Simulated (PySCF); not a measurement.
**[ReO3F]− at several levels of theory**

Computed with PySCF 2.14.0 (density fitting, no spin-orbit coupling) at the geometry relaxed with PBE:

```xyz
5
[ReO3F]− (doublet)
Re    0.0418    0.0618    0.0943
O     1.1780    0.7596    1.2222
O    -1.1838   -0.7493    1.0558
O     0.9928   -0.7919   -1.1104
F    -1.2372    0.7694   -1.2044
```

```tsv
level	basis	state	HOMO (eV)	gap (eV)	charge on Re1 (e)	dipole about the centre of mass (D)	largest force component (eV/Å)
PBE	Re def2-SVP with ECP60, O def2-SVP, F def2-SVP	doublet	0.95	0.96	0.67	0.65	0.01
PBE0	the same	doublet	-0.68	3.35	0.93	0.91	0.85
CAM-B3LYP	the same	doublet	-2.09	5.74	0.89	0.95	0.89
TPSS	the same	doublet	0.83	1.16	0.80	0.74	0.08
PBE	Re def2-TZVP with ECP60, O def2-TZVP, F def2-TZVP	doublet	0.71	1.01	1.06	0.71	0.15
PBE	Re x2c-SVPall, O x2c-SVPall, F x2c-SVPall	doublet	0.71	0.92	0.50	0.70	0.57
```

HOMO and gap are taken over both spins. Charges are Mulliken's, which hang on the basis. The relaxation used the grid (50, 194), these runs (75, 302) or, all-electron (x2c bases, spin-free X2C Hamiltonian), (99, 590).

**Question.** What does r2SCAN with Re def2-SVP with ECP60, O def2-SVP, F def2-SVP give here?

**Answer.** state doublet, HOMO (eV) 0.49, gap (eV) 1.60, charge on Re1 (e) 0.89, dipole about the centre of mass (D) 0.81, largest force component (eV/Å) 0.36. Time: 9.2 s on 2 threads of Arm Neoverse V1 (shared host), from an already converged density.

Open shells may have lower solutions than the one found.

The highest filled level of some runs lies above zero, as often for anions with such functionals and bases.
